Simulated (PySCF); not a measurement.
Two species compared at the same levels of theory.

First species: C6H10FNO.
SMILES: `CNC(=O)[C@H](F)C1CC1`

Second species: C5H11ClO2Si.
Geometry (GFN2-xTB, Å), atoms numbered from 1 in this order:
```
atom  x, y, z in Å
C1     2.6504    0.9506    0.2532
C2     1.8170   -0.3213    0.1565
C3     0.3570   -0.0648    0.5224
C4    -0.4633   -1.3596    0.5328
O5    -1.8018   -1.1603    0.9024
C6    -2.5915   -0.5642   -0.1279
Si7   -1.7784    1.1036   -0.5802
Cl8   -2.0094    1.6282   -2.4954
O9    -0.1901    0.8404   -0.4155
H10    2.6676    1.3182    1.2766
H11    2.2257    1.7207   -0.3850
H12    3.6715    0.7577   -0.0648
H13    1.8522   -0.7052   -0.8646
H14    2.2160   -1.0850    0.8261
H15    0.2915    0.3972    1.5164
H16   -0.4079   -1.8209   -0.4647
H17   -0.0481   -2.0484    1.2720
H18   -3.5898   -0.4786    0.2983
H19   -2.6506   -1.2580   -0.9797
H20   -2.2232    2.1604    0.3229
```

Levels: PBE0/pcSseg-1 for HOMO energy, LUMO energy and HOMO–LUMO gap. Geometries: GFN2-xTB. All species are isolated and taken at one optimised geometry, non-relativistic unless stated. Electronic properties by PySCF.

Dipoles, sizes and rotational constants follow the conformer. The torsions of the flexible species, by atom-mapped SMILES:
- `[CH3:1][NH:2][C:3](=[O:4])[C@H:5]([F:6])[CH:7]1[CH2:8][CH2:9]1`: C1–N2–C3–O4 1°, N2–C3–C5–F6 14°, C3–C5–C7–C8 89°

The conformers of `CC[C@@H]1COC[Si@H](Cl)O1` aren't listed.

```json
{"property": "HOMO energy", "column X": "-7.36 eV", "column Y": "-7.00 eV"}
{"property": "LUMO energy", "column X": "0.76 eV", "column Y": "0.53 eV"}
{"property": "HOMO–LUMO gap", "column X": "8.12 eV", "column Y": "7.53 eV"}
```

(1) Which column belongs to which species?

(2) How does each property change from the first species to the second?

Results:

(1) Column X is the first species and column Y the second. The first has 19 atoms and 70 electrons, the second 20 and 88.

(2) HOMO energy +0.36 eV; LUMO energy -0.23 eV; HOMO–LUMO gap -0.59 eV.

